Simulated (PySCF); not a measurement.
# [Er(NH3)]3+ relaxed at several levels

Computed with PySCF 2.14.0, def2-SVP on the ligands, density fitting, scalar-relativistic core potentials, no spin-orbit coupling, vacuum. Each row is relaxed at its own level from the same template. Distances are means of the shortest metal–ligand contacts, charges and spins Mulliken's; removal energies are rigid, with the ligand's formal charge and no counterpoise, so too large; for an anion taken off a cation in vacuum most of it is the attraction of opposite charges, and multiply charged cations can part far more cheaply with an electron moved from ligand to metal. lcecp potentials hold a fixed number of 4f electrons in the core, out of states, spins and gaps.

| level | basis on the metal | point group | M–NH3 (Å) | charge on M (e) | removal of one NH3 (eV) | strongest infrared band, degenerate modes summed (cm⁻¹) | unstable modes (below −25 cm⁻¹) |
| --- | --- | --- | --- | --- | --- | --- | --- |
| PBE | lcecp-1-SVP with ECP57 | C3v | 2.290 | 2.40 | 6.21 | – | 0 |
| r2SCAN | lcecp-1-SVP with ECP57 | C3v | 2.292 | 2.46 | 5.93 | – | not given |

(1) What does the calculation give for PBE0, lcecp-1-SVP with ECP57?

One start shape was tried for each, so a minimum needn't be the lowest isomer.

Answers

(1) point group: C3v, M–NH3 (Å): 2.284, charge on M (e): 2.46, removal of one NH3 (eV): 6.01, strongest infrared band, degenerate modes summed (cm⁻¹): 3274, unstable modes (below −25 cm⁻¹): 0.
```xyz
5

Er    0.0000    0.0000   -0.1167
N     0.0000    0.0000    2.1671
H     0.9419    0.0000    2.6285
H    -0.4710    0.8157    2.6285
H    -0.4709   -0.8158    2.6285
```
